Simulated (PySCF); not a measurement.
# Radial density of Pd (palladium, neutral)

r2SCAN, [Kr] 4d9 5s1, high-spin 3D determinant (an excited configuration). All numbers are calculated (PySCF 2.14, scalar relativity by spin-free X2C-1e, in x2c-QZVPPall (13s8p7d4f2g, 118 functions)).

```
r (bohr)  4πr²ρ (e/bohr)  4πr²(ρα − ρβ)
  0.0315           54.48         0.0004
  0.0530           52.23         0.0031
  0.0892           72.86         0.0351
   0.150           56.67         0.1099
   0.252           55.39         0.1897
   0.425           39.73         0.0012
   0.714           15.62         0.4183
    1.20           13.37         0.7115
    2.02           3.297         0.6003
    3.40          0.6108         0.3400
    5.72         0.05147         0.0437
    9.62       0.0004589         0.0004
```

Densities and radii are taken from the X2C orbitals without a picture-change correction, which distorts them close to the nucleus.
